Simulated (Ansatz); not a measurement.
A nudged elastic band was laid between two geometries of ClFH4Si2 (8 atoms, charge 0, multiplicity 1).

Method: Ansatz 0.2.0, RKS B3LYP-D4/def2-SVP.

```yaml
movable_images: 7
climbing_image: yes
spring: 5.0 eV/Å²
optimiser: quadratic models (default)
start_path: IDPP
force_threshold: 0.05 eV/Å
iteration_limit: 60
end_points: relaxed
```

Initial state:

```xyz
8
Properties=species:S:1:pos:R:3
F -1.599 1.661 0.461
Si -0.128 1.171 -0.061
Si 0.016 -1.168 0.097
Cl 1.942 -1.603 -0.598
H 0.040 1.603 -1.476
H 0.914 1.809 0.791
H -0.976 -1.867 -0.765
H -0.116 -1.662 1.495
```

Final state:

```xyz
8
Properties=species:S:1:pos:R:3
F -0.502 1.806 1.254
Si -0.144 1.162 -0.204
Si 0.045 -1.167 0.046
Cl 1.671 -1.546 1.300
H -1.239 1.515 -1.153
H 1.143 1.745 -0.676
H 0.295 -1.812 -1.275
H -1.178 -1.761 0.652
```

Which bonds break or form, and what moves?

No bond is made or broken. The dihedral H5–Si2–Si3–H8 goes from 179 to -64°.

What energy profile does the band end with?

The forces met the threshold. The highest image is number 4 of 0 to 8, 6.2 kJ/mol above the first end and 3.8 kJ/mol above the last; the last end lies 2.4 kJ/mol above the first. A vibrational analysis at the climbing image gives one clearly imaginary mode, 55i cm⁻¹: a first-order saddle point.

| image | path coordinate (Å) | energy (kJ/mol) | dihedral H5–Si2–Si3–H8 (°) |
| --- | --- | --- | --- |
| 0 | 0.00 | 0.0 | 179 |
| 1 | 0.48 | 0.9 | -166 |
| 2 | 0.96 | 3.0 | -151 |
| 3 | 1.44 | 5.1 | -135 |
| 4 | 1.92 | 6.2 | -120 |
| 5 | 2.38 | 5.8 | -106 |
| 6 | 2.84 | 4.4 | -92 |
| 7 | 3.30 | 3.0 | -78 |
| 8 | 3.76 | 2.4 | -64 |

What is the geometry of the highest image?


```xyz
8
Properties=species:S:1:pos:R:3:forces:R:3
F -1.196 1.715 0.985 0.01 -0.01 -0.02
Si -0.136 1.179 -0.138 -0.02 0.00 0.02
Si 0.035 -1.171 0.055 -0.01 0.01 -0.01
Cl 2.030 -1.647 0.447 0.01 0.00 0.00
H -0.650 1.578 -1.479 0.00 0.00 0.00
H 1.185 1.818 0.113 0.00 0.01 0.00
H -0.364 -1.852 -1.209 0.00 0.00 0.00
H -0.812 -1.677 1.171 0.00 0.00 0.00
```

The band took 5 iterations and about 70 core-seconds.

Run time: 70 s on 1 CPU thread of a shared host.
